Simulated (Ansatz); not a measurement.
```yaml
crystal:
  periodic: [false, false, false]
  atoms:
    - {symbol: O, position_ang: [2.512755, -1.132894, -1.322917]}
    - {symbol: C, position_ang: [1.650601, -0.685496, -0.726781]}
    - {symbol: Os, position_ang: [0.000726, 0.000940, 0.002675]}
    - {symbol: C, position_ang: [-1.883465, 0.339344, -0.243613]}
    - {symbol: O, position_ang: [-2.968026, 0.456611, -0.573499]}
    - {symbol: C, position_ang: [0.509066, 1.851633, -0.206404]}
    - {symbol: O, position_ang: [0.835557, 2.940677, -0.128717]}
    - {symbol: C, position_ang: [-0.275591, -1.504779, 1.178947]}
    - {symbol: O, position_ang: [-0.381623, -2.266037, 2.020309]}
basis:
  gaussian: {orbitals: def2-TZVPP, point_charges: [{charge: 0.50, position_ang: [6.038, -0.118, -0.257]}]}
hamiltonian: {xc: {name: HF}}
correlation: {active_space: {window: {electrons: 6, orbitals: 2}}}
output: {forces: true}
```

```sh
$ ansatz run in.yaml --threads 8 --pin off --events-out ev --progress --plain --max-ram 20889MiB
```

Output, abridged:

```
Functional definition: HF
2012 factors; integrals over basis functions are off by at most 1.2e-3 eV
mean field evaluation 1: about -14715.4778 eV, gradient 5.6e1 eV
mean field evaluation 2: about -14716.2687 eV, gradient 5.7e1 eV
mean field evaluation 4: about -14722.5724 eV, gradient 5.7e0 eV
mean field evaluation 8: about -14722.6980 eV, gradient 7.4e-1 eV
mean field evaluation 16: about -14722.7010 eV, gradient 5.7e-6 eV
mean field -14722.70099079 eV, -541.0492820065 hartree, gradient 5.7e-6 eV, S^2 0.000000; 3 other end points of the search recorded, 0 dependent functions left out
reference -14722.70099079 eV, -541.0492820065 hartree; 36, 36 occupied and 268, 268 virtual orbitals, 2012 factors
Error: 6 electrons in 2 orbitals form no window around the highest filled level of the reference
```

Problem. Something in this input is off. What?

Solution. The active space doesn't fit the electrons. The run stopped with an error.
